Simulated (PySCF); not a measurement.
Below is a simulated gas-phase C 1s photoelectron spectrum of `[NH]([GaH2-][N+]#CC)C=O`.

Every computed line was given a Gaussian of 0.6 eV full width at half maximum and an area set by the number of equivalent atoms; the highest printed point is 100. Theory: PySCF 2.14.0, delta-SCF UKS SCAN, pcX-2 on the ionised atom, pcseg-1 elsewhere, spin-free X2C.

binding energy (eV), intensity and a bar:
```
    292.1          0 
    292.2          0 
    292.3          2 
    292.4          4 #
    292.5         10 ###
    292.6         21 ######
    292.7         38 ###########
    292.8         59 ##################
    292.9         80 ########################
    293.0         95 #############################
    293.1        100 ##############################
    293.2         93 ############################
    293.3         78 #######################
    293.4         58 #################
    293.5         39 ############
    293.6         23 #######
    293.7         12 ####
    293.8          6 ##
    293.9          2 #
    294.0          1 
    294.1          0
```

How many maxima does the curve show, and how many computed lines lie under it?

The curve has 1 maximum (at 293.1 eV). Under it lie 3 lines from 3 inequivalent carbon sites. At this width some lines have no maximum of their own.

Decompose the envelope and assign each component. Numbering: `[CH3:1][C:2]#[N+:3][GaH2-:4][NH:5][CH:6]=[O:7]`.

```csv
position (eV),relative area,line,atoms,environment
292.99,1,C 1s,C6,amide carbonyl carbon
293.04,1,C 1s,C2,triply bonded carbon
293.28,1,C 1s,C1,methyl carbon
```

The listed C 1s values span 0.29 eV, from C6 (bonded to O (double bond), N and H) to C1 (bonded to C and 3 H). The widest gap between neighbouring values is 0.24 eV, between 293.04 and 293.28 eV. The values 292.99 and 293.04 eV lie too close for their order to be trusted.

No satellites, vibrations or lifetime broadening are included. Spin contamination (⟨S²⟩ against 0.75 for a pure doublet) is marked for C 1s of C2 (0.88), which makes this value less certain. The structure is a single PBE0-D3(BJ)/def2-SVP conformer in the gas phase; no vibrational or solvent corrections.

On one thread of an Arm Neoverse V2 (shared host), this took 48 s wall and 0.60 GiB of memory at its peak.

Conformer computed: `[CH3:1][C:2]#[N+:3][GaH2-:4][NH:5][CH:6]=[O:7]`: N3–Ga4–N5–C6 180°, Ga4–N5–C6–O7 0°.
